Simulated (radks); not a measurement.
The fluorine anion F-, [Ne], held by a Watson sphere: a shell of charge +1 at radius R that stands for the Madelung well of a crystal (potential energy -1/R inside, -1/r outside, in hartree with lengths in bohr). Calculated with a radial shooting solver on a logarithmic mesh with Libxc functionals: non-relativistic Kohn-Sham, r2SCAN, spin-unpolarised, spherical densities, point nucleus; meta-GGA in the generalised Kohn-Sham scheme.

R (bohr)  e(1s) (eV)  e(2s) (eV)  e(2p) (eV)  <r> 2p (bohr)  sum of <r^2> (bohr^2)  X-ray form factor at sin(theta)/lambda = 0.3 1/angstrom
1.76         -664.54     -29.878     -10.274          1.189                  14.11                                                    5.150
2.18         -663.85     -28.416      -8.967          1.222                  14.97                                                    5.096
2.19         -663.83     -28.385      -8.938          1.222                  14.99                                                    5.095
2.29         -663.64     -28.081      -8.655          1.229                  15.16                                                    5.088
2.62         -663.01     -27.181      -7.797          1.246                  15.67                                                    5.072
3.3          -661.80     -25.717      -6.359          1.270                  16.45                                                    5.061
3.44         -661.58     -25.466      -6.110          1.274                  16.58                                                    5.060
3.54         -661.43     -25.297      -5.940          1.276                  16.66                                                    5.060
3.78         -661.08     -24.917      -5.560          1.281                  16.85                                                    5.059
